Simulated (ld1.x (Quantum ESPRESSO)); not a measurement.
Varying the ultrasoft potential for Mn

Base potential:

manganese, ultrasoft, made with ld1.x (Quantum ESPRESSO) 7.5 (PBE, fully relativistic). Core [Ar], reference 3d5 4s0 4p0 (charge +2). Waves: 4s (bound, empty): rcut 1.60, rcutus 2.15 bohr; 4s channel at -1.1 Ry: rcut 1.60, rcutus 2.15 bohr; 4p (bound, empty): rcut 1.80, rcutus 2.15 bohr; 4p channel at 2.5 Ry: rcut 1.80, rcutus 2.15 bohr; 3d (bound): rcut 1.05, rcutus 1.30 bohr; 3d channel at 1.05 Ry: rcut 1.05, rcutus 1.30 bohr. Local part: all-electron potential smoothed inside 1.15 bohr (lloc = -1). Core correction: Bessel-smoothed model core inside 0.70 bohr. Augmentation charge: built from norm-conserving waves at rcut, not smoothed further.

Open shells are filled in proportion to 2j + 1 (rel_dist='average').

All-electron outer shells of the reference configuration (PBE, scalar-relativistic, ld1.x):

```tsv
shell	level (eV)	outermost node (bohr)	outermost maximum (bohr)
3p	-72.43	0.31	0.75
3d	-24.32	–	0.76
4s	-19.44	1.04	2.27
4p	-13.89	1.14	2.67
```

Cutoffs, loose and tight: the cutoffs (Ry, on a coarse ladder) from which the occupation-weighted sum of valence levels, in a spherical-Bessel basis at the reference potential, stays within 10 and 1 mRy of its value at 400 Ry. They do not see the model core or the augmentation charge, which bear on the density cutoff. Test errors are all-electron minus pseudo excitation energies from the reference, over the configurations 3d5 4s2 4p0; 3d5 4s1 4p0; 3d4 4s0 4p0; 3d6 4s1 4p0; 3d5.5 4s1.5 4p0; 3d6 4s0 4p0; 3d4 4s2 4p0. A dash means not determined; rows that change the core or the reference have their own tests. The largest error is taken over the tests solved by every variant that gives reliable tests at all: 3d4 4s0 4p0; 3d5 4s1 4p0; 3d5 4s2 4p0.

A true bound ghost makes a file unfit for plane-wave use even where its test errors are small: the radial tests pick states by their node count and pass the ghost by. Where a test does run into it, the solver fails or the error is huge.

| change | outcome | cutoff, loose | cutoff, tight | bound ghosts | largest test error (meV) |
| --- | --- | --- | --- | --- | --- |
| base | generated | 60 Ry | 110 Ry | s, p3/2, p1/2 | -326 |
| waves 3d (bound): rcut 0.82, rcutus 0.86 bohr; 3d channel at 1.05 Ry: rcut 0.82, rcutus 0.86 bohr | generated | 140 Ry | 230 Ry | s, p3/2, p1/2 | -333 |
| waves 3d (bound): rcut 0.98, rcutus 1.04 bohr; 3d channel at 1.05 Ry: rcut 0.98, rcutus 1.04 bohr | generated | 100 Ry | 160 Ry | s, p3/2, p1/2 | -330 |
| waves 3d (bound): rcut 1.05, rcutus 1.18 bohr; 3d channel at 1.05 Ry: rcut 1.05, rcutus 1.18 bohr | generated | 80 Ry | 140 Ry | s, p3/2, p1/2 | -326 |
| waves 3d (bound): rcut 1.05, rcutus 1.44 bohr; 3d channel at 1.05 Ry: rcut 1.05, rcutus 1.44 bohr | generated | 50 Ry | 90 Ry | s, p3/2, p1/2 | -327 |
| waves 3d (bound): rcut 1.05, rcutus 1.76 bohr; 3d channel at 1.05 Ry: rcut 1.05, rcutus 1.76 bohr | generated | 35 Ry | 55 Ry | s, p3/2, p1/2 | -331 |
| waves 3d (bound): rcut 1.05, rcutus 1.98 bohr; 3d channel at 1.05 Ry: rcut 1.05, rcutus 1.98 bohr | generated | 30 Ry | 40 Ry | s, p3/2, p1/2 | -334 |

Task: What comes out with this change to the base: waves 3d (bound): rcut 1.05, rcutus 1.54 bohr; 3d channel at 1.05 Ry: rcut 1.05, rcutus 1.54 bohr?

Result: outcome: generated; cutoff, loose: 45 Ry; cutoff, tight: 70 Ry; bound ghosts: s, p3/2, p1/2; largest test error (meV): -328.

Reading the sweep of the d radius (base included, trends over the rows without a ghost): Bound ghosts are found at 0.86, 1.04, 1.18, 1.3, 1.44, 1.54, 1.76, 1.98 bohr. Every judged row has one, so this setting neither creates nor removes them.
